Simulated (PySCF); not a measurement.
Mo(Cp)2(Cl)2, C10H10Cl2Mo, singlet (GFN2-xTB optimised geometry):

```
23

Mo    -0.112     0.354     0.000
C      2.145     0.354     0.000
C      1.814    -0.458     1.132
C      1.180     0.359     2.071
C      1.057     1.661     1.526
C      1.687     1.676     0.247
H      2.849     0.077    -0.775
H      2.127    -1.479     1.289
H      0.858     0.063     3.060
H      0.733     2.537     2.078
H      1.956     2.563    -0.306
C     -1.356     0.303    -2.101
C     -1.811    -0.693    -1.205
C     -0.735    -1.590    -0.941
C      0.394    -1.094    -1.649
C      0.002     0.088    -2.354
H     -1.969     1.081    -2.535
H     -2.849    -0.859    -0.935
H     -0.831    -2.563    -0.485
H      1.300    -1.657    -1.840
H      0.607     0.627    -3.067
Cl    -1.747    -0.143     1.760
Cl    -1.436     2.420     0.000
```

Computed with CAM-B3LYP/def2-SVP, def2 effective core potentials past Kr (PySCF).

What are the frontier orbital energies and the dipole moment?

HOMO-2 -7.75 eV, HOMO-1 -7.56 eV, HOMO -6.72 eV, LUMO -0.27 eV, LUMO+1 -0.18 eV; dipole moment 7.23 D.
